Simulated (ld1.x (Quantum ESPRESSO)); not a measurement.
**nitrogen: excitation energies, all-electron against TM**

```
Element                 : N
Generator               : ld1.x (Quantum ESPRESSO) 7.5
Type                    : norm-conserving Troullier–Martins (Kleinman–Bylander form)
Functional              : LDA (PZ)
Relativity              : scalar-relativistic
Frozen core             : [He]
Valence charge          : 5
Reference configuration : 2s2 2p3
Partial waves           : 2p (bound): rc 2.25 bohr; 3d channel at 0.45 Ry: rc 2.30 bohr; 2s (bound): rc 0.80 bohr
Local potential         : the s channel
Core correction         : a·sin(br)/r model core, default radius (core density twice the valence density)
```

Energies are relative to the spin-unpolarised reference configuration 2s2 2p3; without spin polarisation the order of configurations can differ from experiment. Spin-polarised rows fill each open shell by Hund’s rule, majority spin first.

```tsv
valence configuration	charge	ΔE all-electron (eV)	error AE − PS (meV)
2s2 2p2	+1	13.732	+69
2s2 2p1	+2	42.702	+605
2s1 2p3	+1	25.184	-104
2s0 2p5	0	22.452	-10
2s2 2p2.5	+0.5	5.167	+10
2s2 2p3 (spin-polarised)	0	-2.892	+7.9
2s2 2p2 (spin-polarised)	+1	12.043	+44
```

**Question.** What are ΔE and the potential's error for 2s1 2p0?

**Answer.** ΔE = 167.340 eV all-electron; the error (AE − PS) is +3804 meV.

**Question.** What are ΔE and the potential's error for 2s2 2p0?

**Answer.** ΔE = 89.866 eV all-electron; the error (AE − PS) is +2374 meV.
